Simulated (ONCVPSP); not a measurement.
## Varying the ONCV potential for Ru

Base potential:

ruthenium, optimised norm-conserving Vanderbilt (ONCV), made with ONCVPSP 4.0.1 (PBE, fully relativistic). Core [Ar] 3d10, reference 4s2 4p6 4d7 (charge +1). Waves: 4s: rc 1.05 bohr, ncon 3, nbas 6, qcut 5.3 1/bohr, 2 projectors, debl 3 Ha; 4p: rc 1.35 bohr, ncon 4, nbas 8, qcut 11.9 1/bohr, 1 projector; 4d: rc 1.50 bohr, ncon 3, nbas 6, qcut 6.9 1/bohr, 2 projectors, debl 3 Ha. Local part: polynomial inside 0.90 bohr (lpopt 3, dvloc0 1 Ha). Core correction: none.

Open shells are filled in proportion to 2j + 1.

In the s channel the program set the typed energies aside and used -3.077, 0.250 Ha.

Cutoffs, loose and tight: the cutoffs (Ha) at which the residual kinetic energy of the hardest occupied pseudo-wave falls to 1 and 0.1 mHa per electron. They do not see the model core or the augmentation charge, which bear on the density cutoff. Test errors are all-electron minus pseudo excitation energies from the reference, over the configurations 4s2 4p6 4d7 5s1; 4s2 4p6 4d6; 4s2 4p6 4d5; 4s2 4p6 4d6 5s1. A dash means not determined; rows that change the core or the reference have their own tests.

3 further variants are left out, since the program set their typed debl aside.

```csv
change,outcome,bound ghosts,GHOST(+) flags above zero,largest test error (meV)
base,"generated, projector energies reset by the program",none,"s, d3/2",+4.4
d: debl 0.7,"generated, projector energies reset by the program",none,s,+4.2
d: debl 1.35,"generated, projector energies reset by the program",none,s,+4.3
d: debl 1.8,"generated, projector energies reset by the program",none,s,+4.3
d: debl 3.45,"generated, projector energies reset by the program",none,"s, d5/2, d3/2",+4.3
d: debl 4.65,"generated, projector energies reset by the program",none,"s, d5/2, d3/2",+4.2
```

Reading the sweep of the debl of the d channel (base included, trends over the rows without a ghost): The median size of the test errors (rows with all tests solved) stays near 0.8 meV.
